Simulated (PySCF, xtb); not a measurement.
CH2FNOSi, SMILES N#CO[SiH2]F. The values are those of a single conformer.

Harmonic wavenumbers (cm⁻¹) from GFN2-xTB run with xtb at its own minimum, in rising order: 46, 117, 234, 483, 492, 544, 597, 667, 728, 764, 856, 1267, 2410, 2452, 2468.

**Question.** What does ωB97X-D3(BJ)/def2-SVP in PySCF give at its own minimum? (Estimate from the structure and the level; the computed values follow.)

**Answer.** 54, 134, 294, 517, 529, 682, 735, 761, 904, 946, 992, 1232, 2347, 2377, 2460. Paired by order, the mean absolute difference is 80 cm⁻¹ and the zero-point energies are 20.2 and 21.4 kcal/mol.
